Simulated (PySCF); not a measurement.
PySCF input:

```python
from pyscf import gto, scf, dft

mol = gto.M(
    atom='''
    Si    0.00714127    1.04995696    0.80957954
    H    -0.41840924    1.86076314   -0.40814884
    Si    0.01975272   -0.90056355   -0.58375403
    H     0.97687736   -0.69981080   -1.70695297
    H    -1.33626862   -1.10126450   -1.16589692
    H     0.40128468   -2.15119550    0.11944169
    ''',
    basis='def2-tzvpd',
    charge=0,
    spin=0,
    verbose=4,
)

mf = dft.RKS(mol, xc='tpss').density_fit(auxbasis='def2-universal-jkfit')
mf.grids.level = 3
mf.conv_tol = 1e-9
mf.max_cycle = 100
mf.max_memory = 1500
mf.kernel()
if not mf.converged:
    mf = mf.newton()
    mf.kernel(mf.make_rdm1())
mf.analyze()
```

Problem. Predict the final energy.

Solution. -581.37519 Eh (TPSS/def2-TZVPD).
